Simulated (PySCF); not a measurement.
**Potential energy of KPb along the bond**

Set-up: PySCF, scalar-relativistic core potentials, basis sets K def2-SVP, Pb def2-SVP with ECP60. Energies in eV from K + Pb in their ground configurations at the same level. State: ⁴Σ⁻ (quartet), unpaired electrons σ ↑, π ↑↑.

```json
{"R (Å)": "3.004", "UHF-CCSD(T)": "-0.948"}
{"R (Å)": "3.138", "UHF-CCSD(T)": "-1.066"}
{"R (Å)": "3.238", "UHF-CCSD(T)": "-1.113"}
{"R (Å)": "3.338", "UHF-CCSD(T)": "-1.133"}
{"R (Å)": "3.438", "UHF-CCSD(T)": "-1.132"}
{"R (Å)": "3.572", "UHF-CCSD(T)": "-1.107"}
{"R (Å)": "3.739", "UHF-CCSD(T)": "-1.050"}
{"R (Å)": "3.939", "UHF-CCSD(T)": "-0.956"}
```

Problem. Put a parabola through the three lowest points of the UHF-CCSD(T) curve and estimate Re, k and ωe (reduced mass 32.82 u; 1 eV/Å² = 0.16022 mdyn/Å; ωe = 1302.8·√(k/μ) cm⁻¹).

Solution. Through R = 3.238, 3.338, 3.438 Å the second-order coefficient is 1.05 eV/Å², so Re ≈ 3.383 Å, k ≈ 0.336 mdyn/Å and ωe ≈ 132 cm⁻¹. A polynomial fit of higher order to the unrounded UHF-CCSD(T) energies gives Re = 3.383 Å, k = 0.288 mdyn/Å, ωe = 122 cm⁻¹; anharmonicity and rounding make the difference.

The higher-order fit for each curve: UHF-CCSD(T): Re = 3.383 Å, ωe = 122 cm⁻¹, De = 1.13 eV.

Correlated steps freeze 9 core orbitals. Correlated levels converge slowly with the basis: in double zeta they bind strong bonds too weakly, by up to about 1 eV, and carry superposition errors of some tenths. These are scalar-relativistic numbers at best; spin–orbit coupling would shift them, the dissociation energy most. The state is the lowest determinant that a PBE0 search found; another state may lie lower at other levels.
